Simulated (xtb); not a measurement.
S2, triplet, geometry from GFN2-xTB; GFN0-xTB with ALPB(water) (xtb).

The xtb input:
```
$ xtb mol.xyz --gfn 0 --uhf 2 --alpb water --json

# file mol.xyz
2

S     -0.00000000    -0.00000000    -0.95002097
S      0.00000000     0.00000000     0.95002097
```

Output, abridged:

```
   ID    Z sym.   atoms
    1   16 S      1, 2

           -------------------------------------------------
          |                Calculation Setup                |
           -------------------------------------------------

           -------------------------------------------------
          |                 G F N 0 - x T B                 |
           -------------------------------------------------

      * Solvation model:               ALPB
        Solvent                        water
        Parameter file                 internal GFN-FF/ALPB
        Dielectric constant                8.0200E+01
        Reference state                gsolv [1 M gas/solution]
        Free energy shift                  3.6494E-04 Eh       2.2900E-01 kcal/mol
        Temperature                        2.9815E+02 K
        Density                            1.0000E+00 kg/L
        Solvent mass                       1.8000E+01 g/mol
        Interaction kernel             P16
        Born radius scaling (c1)           1.5056E+00
        Born radii integrator          GBOBC
        Born offset                        0.0000E+00 a0       0.0000E+00 AA
        H-bond correction              true
        Ion screening                  false
        Surface tension                    1.0000E-05 Eh       1.5569E+01 dyn/cm
        Grid points                               230 per atom

          ...................................................
          :                      SETUP                      :
          :.................................................:
          :  # basis functions                  20          :
          :  # atomic orbitals                  18          :
          :  # shells                            6          :
          :  # electrons                        12          :
          :  electronic temp.          300.0000000     K    :
          :  accuracy                    1.0000000          :
          :  -> integral cutoff          0.2500000E+02      :
          :  -> integral neglect         0.1000000E-07      :
          ...................................................

         :::::::::::::::::::::::::::::::::::::::::::::::::::::
         ::                     SUMMARY                     ::
         :::::::::::::::::::::::::::::::::::::::::::::::::::::
         :: total energy              -6.466389152747 Eh    ::
         :: total w/o Gsasa/hb        -6.465289563510 Eh    ::
[...]
         5        2.0000           -0.4578323             -12.4582
         6        1.0000           -0.3637903              -9.8992
         7        1.0000           -0.3637903              -9.8992 (HOMO)
         8                         -0.2205368              -6.0011 (LUMO)
         9                         -0.0393854              -1.0717
        10                         -0.0393854              -1.0717
        11                         -0.0188455              -0.5128
        12                         -0.0188455              -0.5128
        13                         -0.0188272              -0.5123
        14                         -0.0188272              -0.5123
        15                          0.0141010               0.3837
        16                          0.1143081               3.1105
        17                          0.1143081               3.1105
        18                          1.0468127              28.4852
      -------------------------------------------------------------
                  HL-Gap            0.1432535 Eh            3.8981 eV
             Fermi-level            0.0000000 Eh            0.0000 eV

     #   Z          covCN         q      C6AA      α(0)
     1  16 S        0.980     0.000   138.946    19.941
     2  16 S        0.980     0.000   138.946    19.941

 Mol. C6AA /au·bohr⁶  :        555.784246
 Mol. C8AA /au·bohr⁸  :      27228.537128
 Mol. α(0) /au        :         39.881187

Wiberg/Mayer (AO) data.
largest (>0.10) Wiberg bond orders for each atom

 ---------------------------------------------------------------------------
     #   Z sym  total        # sym  WBO       # sym  WBO       # sym  WBO
 ---------------------------------------------------------------------------
     1  16 S    2.354 --     2 S    2.354
     2  16 S    2.354 --     1 S    2.354
 ---------------------------------------------------------------------------

Topologies differ in total number of bonds
Writing topology from bond orders to xtbtopo.mol

 dipole moment from electron density (au)
     X       Y       Z
  -0.0000  -0.0000   0.0000  total (Debye):    0.000

           -------------------------------------------------
          | TOTAL ENERGY               -6.466389152747 Eh   |
          | GRADIENT NORM               0.024169050055 Eh/α |
          | HOMO-LUMO GAP               3.898127479164 eV   |
           -------------------------------------------------

normal termination of xtb
```
